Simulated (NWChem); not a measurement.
System: GeS, singlet; SMILES [S]=[Ge]

NWChem input:

```
start job
memory heap 200 mb stack 900 mb global 1100 mb
geometry units angstroms noautoz
  Ge     0.000000     0.000000    -0.682473
  S      0.000000     0.000000     1.360821
end
basis spherical
  Ge library def2-qzvp
  S library def2-qzvp
end
dft
  xc hfexch
  iterations 150
  mulliken
end
task dft gradient
```

Parts of the log:

```
             Northwest Computational Chemistry Package (NWChem) 7.3.0
             --------------------------------------------------------

 ORDER OF PRIMARY AXIS IS BEING SET TO 4
 C4V symmetry detected

                             Geometry "geometry" -> ""
                             -------------------------

 Output coordinates in angstroms (scale by  1.889725989 to convert to a.u.)

  No.       Tag          Charge          X              Y              Z
 ---- ---------------- ---------- -------------- -------------- --------------
    1 Ge                  32.0000     0.00000000     0.00000000    -0.68109800
    2 S                   16.0000     0.00000000     0.00000000     1.36219600

 Effective nuclear repulsion energy (a.u.)     132.5990050809

      Symmetry information
      --------------------

 Group name             C4v
 Group number             18
 Group order               8
 No. of unique centers     2

  xc_inp: hfexch multiplicative factor not found.

                                 NWChem DFT Module
                                 -----------------

 Summary of "ao basis" -> "ao basis" (spherical)
 ------------------------------------------------------------------------------
       Tag                 Description            Shells   Functions and Types
 ---------------- ------------------------------  ------  ---------------------
 Ge                        def2-qzvp                25       75   11s7p4d2f1g
 S                         def2-qzvp                22       70   9s6p4d2f1g

      Symmetry analysis of basis
      --------------------------

        a1         49
        a2          2
        b1         14
        b2         14
        e          66

            General Information
            -------------------
          SCF calculation type: DFT
          Wavefunction type:  closed shell.
          No. of atoms     :     2
          No. of electrons :    48
           Alpha electrons :    24
            Beta electrons :    24
          Charge           :     0
          Spin multiplicity:     1
          Use of symmetry is: on ; symmetry adaption is: on
          Maximum number of iterations: 150
          AO basis - number of functions:   145
                     number of shells:    47
          Convergence on energy requested:  1.00D-06
          Convergence on density requested:  1.00D-05
          Convergence on gradient requested:  5.00D-04

              XC Information
              --------------
                     Hartree-Fock (Exact) Exchange  1.000

      Superposition of Atomic Density Guess
      -------------------------------------

 Sum of atomic energies:       -2472.83803480

      Non-variational initial energy
      ------------------------------

 Total energy =   -2472.984482
 1-e energy   =   -3709.061735
 2-e energy   =    1103.478248
 HOMO         =      -0.288898
 LUMO         =      -0.044174

      Symmetry analysis of molecular orbitals - initial
      -------------------------------------------------

 !! scf_movecs_sym_adapt:   32 vectors were symmetry contaminated

  Symmetry fudging

 !! scf_movecs_sym_adapt:   30 vectors were symmetry contaminated

  Numbering of irreducible representations:

     1 a1          2 a2          3 b1          4 b2          5 e

  Orbital symmetries:

     1 a1          2 a1          3 a1          4 a1          5 e
     6 e           7 a1          8 a1          9 a1         10 e
    11 e          12 a1         13 e          14 e          15 a1
    16 e          17 e          18 b1         19 b2         20 a1
    21 a1         22 e          23 e          24 a1         25 e
    26 e          27 a1         28 a1         29 a1         30 e
    31 e          32 a1         33 e          34 e

     ---------------------------------------------
      Total Density - Mulliken Population Analysis
     ---------------------------------------------

    Atom       Charge   Shell Charges
 -----------   ------   -------------------------------------------------------
    1 Ge  32    31.10   1.89 -0.03  0.15  0.92  0.94  0.26  1.13  0.70  0.48  1.04  0.51  5.95  0.04  4.08  1.90  0.30  0.58  0.17  8.34  1.45  0.25  0.05  0.01  0.01  0.00
    2 S   16    16.90   1.65  0.01  0.27  0.33  1.07  0.59  0.43  1.12  0.38  5.80 -0.01  0.53  1.66  2.26  0.75  0.00  0.00  0.01  0.02  0.00  0.00  0.00

 !! scf_movecs_sym_adapt:   32 vectors were symmetry contaminated

  Symmetry fudging

 !! scf_movecs_sym_adapt:   30 vectors were symmetry contaminated

   convergence    iter        energy       DeltaE   RMS-Dens  Diis-err
 ---------------- ----- ----------------- --------- --------- ---------
 d= 0,ls=0.0,diis     1  -2472.9373366152 -2.61D+03  4.58D-03  2.62D-01

 !! scf_movecs_sym_adapt:   32 vectors were symmetry contaminated

  Symmetry fudging

 !! scf_movecs_sym_adapt:   30 vectors were symmetry contaminated

 d= 0,ls=0.0,diis     2  -2472.9581229695 -2.08D-02  1.74D-03  2.50D-01

 !! scf_movecs_sym_adapt:   24 vectors were symmetry contaminated

  Symmetry fudging

 !! scf_movecs_sym_adapt:   22 vectors were symmetry contaminated

 d= 0,ls=0.0,diis     3  -2472.9939233917 -3.58D-02  3.67D-04  2.80D-03

 !! scf_movecs_sym_adapt:   24 vectors were symmetry contaminated

  Symmetry fudging

 !! scf_movecs_sym_adapt:   16 vectors were symmetry contaminated

 d= 0,ls=0.0,diis     4  -2472.9943582229 -4.35D-04  1.67D-04  6.46D-04

 !! scf_movecs_sym_adapt:   26 vectors were symmetry contaminated

  Symmetry fudging

 !! scf_movecs_sym_adapt:   10 vectors were symmetry contaminated

 d= 0,ls=0.0,diis     5  -2472.9944464967 -8.83D-05  5.47D-05  4.22D-05

 !! scf_movecs_sym_adapt:   22 vectors were symmetry contaminated

  Symmetry fudging

 !! scf_movecs_sym_adapt:   12 vectors were symmetry contaminated

  Resetting Diis
 d= 0,ls=0.0,diis     6  -2472.9944547941 -8.30D-06  1.69D-05  2.92D-06

 !! scf_movecs_sym_adapt:   18 vectors were symmetry contaminated

  Symmetry fudging

 !! scf_movecs_sym_adapt:   12 vectors were symmetry contaminated

 d= 0,ls=0.0,diis     7  -2472.9944557651 -9.71D-07  6.11D-06  5.30D-07

         Total DFT energy =    -2472.994455765051
      One electron energy =    -3709.496463977372
           Coulomb energy =     1206.430542471402
    Exchange-Corr. energy =     -102.527539340017
 Nuclear repulsion energy =      132.599005080936

 Numeric. integr. density =        0.000000000000

                  Occupations of the irreducible representations
                  ----------------------------------------------

                     irrep           alpha         beta
                     --------     --------     --------
                     a1               12.0         12.0
                     a2                0.0          0.0
                     b1                1.0          1.0
                     b2                1.0          1.0
                     e                10.0         10.0

                       DFT Final Molecular Orbital Analysis
                       ------------------------------------

 Vector   22  Occ=2.000000D+00  E=-3.822733D-01  Symmetry=a1
              MO Center= -5.4D-14, -4.1D-15, -4.2D-02, r^2= 3.4D+00
   Bfn.  Coefficient  Atom+Function         Bfn.  Coefficient  Atom+Function
  ----- ------------  ---------------      ----- ------------  ---------------
    99      0.311730  2 S  pz                11      0.301412  1 Ge s
    29     -0.302841  1 Ge pz                10      0.266812  1 Ge s
    96      0.262203  2 S  pz                26     -0.202577  1 Ge pz
    87     -0.178008  2 S  pz               102      0.149543  2 S  pz
    20      0.141479  1 Ge pz                 8     -0.116394  1 Ge s

 Vector   23  Occ=2.000000D+00  E=-3.726284D-01  Symmetry=e
              MO Center= -3.9D-13, -1.8D-13,  9.6D-01, r^2= 2.0D+00
   Bfn.  Coefficient  Atom+Function         Bfn.  Coefficient  Atom+Function
  ----- ------------  ---------------      ----- ------------  ---------------
    97      0.308867  2 S  px                94      0.254229  2 S  px
    98      0.226293  2 S  py                95      0.186262  2 S  py
    85     -0.172583  2 S  px                27      0.156719  1 Ge px
   100      0.154564  2 S  px                86     -0.126444  2 S  py
    28      0.114821  1 Ge py               101      0.113242  2 S  py

 Vector   24  Occ=2.000000D+00  E=-3.726284D-01  Symmetry=e
              MO Center=  8.6D-15, -9.7D-15,  9.6D-01, r^2= 2.0D+00
   Bfn.  Coefficient  Atom+Function         Bfn.  Coefficient  Atom+Function
  ----- ------------  ---------------      ----- ------------  ---------------
    98      0.308867  2 S  py                95      0.254229  2 S  py
    97     -0.226293  2 S  px                94     -0.186262  2 S  px
    86     -0.172583  2 S  py                28      0.156719  1 Ge py
   101      0.154564  2 S  py                85      0.126444  2 S  px
    27     -0.114821  1 Ge px               100     -0.113242  2 S  px

 Vector   25  Occ=0.000000D+00  E= 1.247884D-02  Symmetry=e
              MO Center=  4.8D-13,  2.1D-13, -5.3D-01, r^2= 4.5D+00
   Bfn.  Coefficient  Atom+Function         Bfn.  Coefficient  Atom+Function
  ----- ------------  ---------------      ----- ------------  ---------------
    30      0.661637  1 Ge px               100     -0.366068  2 S  px
    27      0.305890  1 Ge px                31      0.248326  1 Ge py
    24      0.184175  1 Ge px                94     -0.164895  2 S  px
    97     -0.143159  2 S  px               101     -0.137393  2 S  py
    18     -0.125744  1 Ge px                28      0.114807  1 Ge py

[...]

                         DFT ENERGY GRADIENTS

    atom               coordinates                        gradient
                 x          y          z           x          y          z
   1 Ge      0.000000   0.000000  -1.287089    0.000000   0.000000  -0.027415
   2 S       0.000000   0.000000   2.574177    0.000000   0.000000   0.027415
```

Level: Hartree-Fock/def2-QZVP. Low-valent species are run as closed-shell singlets; no triplet was tried in these runs. The geometry was optimised at PBE-D3(BJ)/def2-SVP.
